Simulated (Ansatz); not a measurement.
Cost and result up the ladder for Li3Si2 (the lowest doublet isomer of a short search) (5 atoms). The state is a doublet with charge 0. Geometry: PBE0-D4/def2-TZVP.

```xyz
5

Li    0.281    1.956    0.174
Li    1.018   -0.189   -1.882
Li   -1.159   -1.229    1.641
Si    0.901   -0.459    0.578
Si   -1.042   -0.078   -0.511
```

Ansatz on 4 threads of Arm Neoverse V1 on a shared host. Times are rough, and most runs start from the orbitals of an earlier one. PBE0-D4/def2-TZVPD serves as the yardstick here, not as an exact answer. Differences are given only for rows in sets of like size (and for xTB, whose basis is part of the method), since another set adds its own error. Binding counts from free atoms at the same level (Li doublet, Si triplet; other spins of the atoms weren't run), without zero-point energy or a counterpoise term.

LC-ωPBE has ω = 0.4 bohr⁻¹. B3LYP takes the VWN-RPA correlation. Correlated methods freeze 10 core orbitals; core or outer-core shells of Li are correlated, in sets that lack core-valence functions. In CCSD on the charge 0 doublet the largest single amplitude is 0.18, so its Hartree–Fock determinant may place the open shell otherwise than the density functionals do. The structure comes from a short search, and lower isomers may exist.

Run but left out: MP2/def2-TZVP (⟨S²⟩ 1.03, where a pure state has 0.75); HF/STO-3G, HF/6-31G, HF/def2-TZVP (a determinant that CCSD turns far, T1 0.050).

Correlated methods converge slowly with the basis.

```
                          level  functions  binding energy per atom (eV)  difference from PBE0-D4/def2-TZVPD (eV)                                          remarks
          LDA (SPW92)/def2-TZVP        116                          2.23                                     0.32                                                –
PBE0-D4/def2-TZVP (with forces)        116                          1.91                                    -0.01                                                –
            revPBE-D4/def2-TZVP        116                          1.89                                    -0.02                                                –
             PBE0-D4/def2-TZVPD        137                          1.91                                     0.00                                                –
           r2SCAN-D4/def2-TZVPD        137                          1.96                                     0.04                                                –
                 B3LYP-D4/6-31G         53                          1.65                                        –                                                –
               PBE-D4/def2-TZVP        116                          1.97                                     0.05                                                –
             B3LYP-D4/def2-TZVP        116                          1.84                                    -0.07                                                –
              PBE-D4/def2-TZVPD        137                          1.97                                     0.06                                                –
             CCSD(T)/def2-TZVPP        141                          1.84                                    -0.08  large T1 (0.049), spin-contaminated (⟨S²⟩ 1.04)
            r2SCAN-D4/def2-TZVP        116                          1.95                                     0.03                                                –
             CCSD(T)/def2-TZVPD        137                          1.82                                    -0.09  large T1 (0.050), spin-contaminated (⟨S²⟩ 1.04)
                PBE-D4/def2-SVP         63                          1.99                                        –                                                –
              LC-ωPBE/def2-TZVP        116                          1.80                                    -0.11                                                –
```

**Question.** Estimate how long each takes.

**Answer.** LDA (SPW92)/def2-TZVP 0.75 s; PBE-D4/def2-SVP 1.2 s; B3LYP-D4/6-31G 1.4 s; revPBE-D4/def2-TZVP 1.6 s; PBE-D4/def2-TZVP 1.8 s; PBE-D4/def2-TZVPD 2.3 s; B3LYP-D4/def2-TZVP 2.4 s; PBE0-D4/def2-TZVPD 2.7 s; PBE0-D4/def2-TZVP (with forces) 3.7 s; r2SCAN-D4/def2-TZVP 4.2 s; LC-ωPBE/def2-TZVP 4.6 s; r2SCAN-D4/def2-TZVPD 5.5 s; CCSD(T)/def2-TZVPD 24 s; CCSD(T)/def2-TZVPP 27 s. On shared hardware such times vary by a factor of up to 3.
